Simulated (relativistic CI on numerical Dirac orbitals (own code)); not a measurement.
## Hyperfine structure of Pd, mass number 105

Computed by Dirac-Coulomb-Breit CI, KLI orbitals optimised for each configuration, model QED (radiative potential, 1s self-energy scaled to tabulated hydrogen-like ionisation energies), valence Slater integrals scaled by 0.85, P86 correlation energy added to each configuration (own radial code, finite nucleus).

CI space (outside the closed core [Kr]): 4d¹⁰, 4d⁹5s, 4d⁸5s², 4d⁹5p, 4d⁹6s, 4d⁹6p, 4d⁹5d, 4d⁸5s5p, 4d⁹4f, 4d⁹6d, 4d⁹5f, 4d⁹5g, 4d⁹6f, 4d⁹6g, 4d⁸5s6s. Levels of other configurations are missing.

Nuclear spin I = 5/2, μ = -0.642 μN, Q = 0.66 b (tables of Stone and Pyykkö). The electronic factors are computed for point nuclear moments, without core polarisation; leaving it out makes A of s and p electrons in near-neutral atoms 20 to 40 % too small, and it can dominate for d and f shells.

| Level | E (cm⁻¹) | A (MHz) | B (MHz) |
| --- | --- | --- | --- |
| 4d⁹5s ³D3 | 4285.3 | -406.6 | -620 |
| 4d⁹5s ³D2 | 5593.5 | -1.939 | -363 |
| 4d⁹5s ³D1 | 7650.3 | 106.8 | -234 |
| 4d⁹5s ¹D2 | 9871.6 | -503.1 | -574 |
| 4d⁸5s² ³F4 | 24456.9 | -136.2 | -340 |
| 4d⁸5s² ³F3 | 27422.8 | -181.1 | -242 |
| 4d⁹5p ³P°2 | 27505.6 | -113.4 | -273 |
| 4d⁸5s² ³F2 | 28966.9 | -231.7 | -171 |

Levels with J = 0, under 50 % of one LS term, or S terms without an open s electron are left out. Small factors come from cancelling terms and can be off by tens of per cent or more.

For a near-neutral ion this model can misplace configurations by up to about 10,000 cm⁻¹ (more where the count of f electrons changes) and terms by 10 to 25 % of their spread. Rates follow the energies as ν³ (E1, M1) or ν⁵ (E2), so they and the lifetimes can be off by large factors. The fine structure of a lone outer electron comes out too small, for d and f at times inverted, and misplaced configurations move strength between like terms. 19 of the 19 excited levels that our extract of the measured tables holds in this range could be paired (the sources list more); they are missed by 4756 cm⁻¹ on average and 7000 at most, and levels without a partner can miss by more.

Task: Give the hyperfine levels of 4d⁹5s ³D3 relative to its centre of gravity.

Result: With K = F(F + 1) − I(I + 1) − J(J + 1), E = AK/2 + B[¾K(K + 1) − I(I + 1)J(J + 1)]/[2I(2I − 1)J(2J − 1)]: F = 1/2: 3694, F = 3/2: 3252, F = 5/2: 2452, F = 7/2: 1203, F = 9/2: -627.3, F = 11/2: -3205 MHz.

LS names give the leading component of a level, which can be under half, so a name can repeat, a term be missing and a line seem to break the LS rules.
